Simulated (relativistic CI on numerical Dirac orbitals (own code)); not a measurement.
## Crystal-field levels of Rh5+, 4d4

Calculated by Dirac-Coulomb-Breit CI, orbitals from a KLI potential per configuration, model QED, valence Slater integrals scaled by 0.9, one configuration in a parametric crystal field (own radial code). With so little scaling, terms lie 10 to 35 % too far apart, which can change the order of excited levels.

Field parameters in Wybourne normalisation: D3d B²₀ = −7Dσ, B⁴₀ = −14Dq − 21Dτ, B⁴₃ = −14√(10/7) Dq; D4h B²₀ = −7Ds, B⁴₀ = 21(Dq − Dt), B⁴₄ = 21√(5/14) Dq; Oh B⁴₀ = 21Dq, B⁴₄ = √(5/14) B⁴₀; Td as Oh with Dq negative (B⁴₀ = 21Dq, B⁴₄ = √(5/14) B⁴₀). The field is a parameter set, without covalency.

S and J are read from ⟨S²⟩ = S(S + 1) and ⟨J²⟩ = J(J + 1) of each level; they are not fictitious spins.

Oh, 10Dq = 27500 cm⁻¹, the lowest 10 levels:

| E (cm⁻¹) | Degeneracy | Irrep | S | J |
| --- | --- | --- | --- | --- |
| 0.0 | 1 | A1 | 1.13 | 4.07 |
| 1300 | 3 | T1 | 1.15 | 4.02 |
| 2872 | 2 | E | 1.15 | 3.70 |
| 3057 | 3 | T2 | 1.08 | 3.84 |
| 7007 | 1 | A2 | 2.00 | 3.00 |
| 7261 | 3 | T2 | 1.94 | 3.04 |
| 7498 | 2 | E | 1.89 | 3.05 |
| 7602 | 3 | T1 | 1.90 | 3.08 |
| 7682 | 1 | A1 | 1.90 | 3.06 |
| 13655 | 3 | T2 | 0.11 | 4.58 |

Oh, 10Dq = 34650 cm⁻¹, the lowest 16 levels:

| E (cm⁻¹) | Degeneracy | Irrep | S | J |
| --- | --- | --- | --- | --- |
| 0.0 | 1 | A1 | 1.03 | 4.25 |
| 1241 | 3 | T1 | 1.04 | 4.16 |
| 2811 | 2 | E | 1.02 | 3.79 |
| 2843 | 3 | T2 | 1.00 | 3.88 |
| 13460 | 3 | T2 | 1.33 | 3.80 |
| 13487 | 1 | A2 | 2.00 | 3.00 |
| 13631 | 2 | E | 1.96 | 2.98 |
| 13679 | 3 | T2 | 1.28 | 3.86 |
| 13715 | 3 | T1 | 1.97 | 2.94 |
| 13775 | 1 | A1 | 1.97 | 2.92 |
| 14882 | 2 | E | 0.11 | 4.65 |
| 26880 | 1 | A1 | 0.12 | 3.82 |
| 33171 | 3 | T1 | 1.00 | 4.96 |
| 33258 | 1 | A1 | 0.99 | 4.29 |
| 33541 | 3 | T2 | 1.00 | 4.98 |
| 33639 | 3 | T1 | 1.02 | 4.25 |

Td, 10Dq = -17650 cm⁻¹, the lowest 16 levels:

```
E (cm⁻¹)  Degeneracy  Irrep     S     J
     0.0           1     A1  0.75  4.01
    3045           3     T1  1.88  2.38
    3365           1     A1  1.66  2.86
    3660           3     T2  1.94  2.44
    4806           2      E  1.95  3.20
    5088           3     T1  1.98  3.23
    5924           3     T2  1.98  3.74
    9608           3     T1  1.18  3.57
    9610           2      E  1.04  3.83
   10150           3     T2  1.08  3.97
   10400           1     A1  1.07  3.61
   13060           1     A2  1.00  3.85
   14021           3     T2  1.03  4.26
   14344           3     T1  0.88  4.53
   15517           2      E  1.03  4.51
   17752           3     T1  0.51  4.96
```

D4h, 10Dq = 36600, Ds = 270, Dt = -750 cm⁻¹, the lowest 16 levels:

```csv
E (cm⁻¹),Degeneracy,Irrep,S,J
0.0,1,A1,1.00,4.22
615,1,A2,1.01,4.18
1253,2,E,1.01,4.08
2189,1,B1,1.01,3.80
2199,1,B2,1.00,3.86
5881,2,E,1.00,3.98
5917,1,A1,1.01,3.87
11944,1,A1,0.07,4.53
13115,2,E,0.08,4.50
17415,1,B2,0.05,4.54
18660,1,B1,0.13,4.60
19104,1,B2,1.99,2.98
19110,1,B1,1.97,3.02
19221,2,E,1.98,2.96
19257,1,A1,1.98,2.95
21770,1,B1,1.99,2.97
```

D3d, 10Dq = 41150, Dσ = -200, Dτ = 80 cm⁻¹, the lowest 10 levels:

| E (cm⁻¹) | Degeneracy | Irrep | S | J |
| --- | --- | --- | --- | --- |
| 0.0 | 1 | A1 | 1.01 | 4.30 |
| 1192 | 1 | A2 | 1.01 | 4.19 |
| 1194 | 2 | E | 1.01 | 4.18 |
| 2710 | 1 | A1 | 0.99 | 3.87 |
| 2733 | 2 | E | 1.00 | 3.82 |
| 2795 | 2 | E | 1.00 | 3.84 |
| 13596 | 2 | E | 0.05 | 4.53 |
| 13769 | 1 | A1 | 0.05 | 4.50 |
| 14895 | 2 | E | 0.04 | 4.59 |
| 19982 | 1 | A2 | 2.00 | 3.00 |

The free-ion ground term has S = 2. The field overcomes the spin-pairing energy for Oh, 10Dq = 27500 cm⁻¹; Oh, 10Dq = 34650 cm⁻¹; Td, 10Dq = -17650 cm⁻¹; D4h, 10Dq = 36600, Ds = 270, Dt = -750 cm⁻¹; D3d, 10Dq = 41150, Dσ = -200, Dτ = 80 cm⁻¹, where the ground state has lower spin; these fields are assumed values.

Levels of this model without a field, named by their leading LS term: 5D_0 0, 5D_1 660, 5D_2 1733, 5D_3 3044, 5D_4 4500, 3P_0 19502, 3H_4 20031, 3H_5 21550 cm⁻¹.
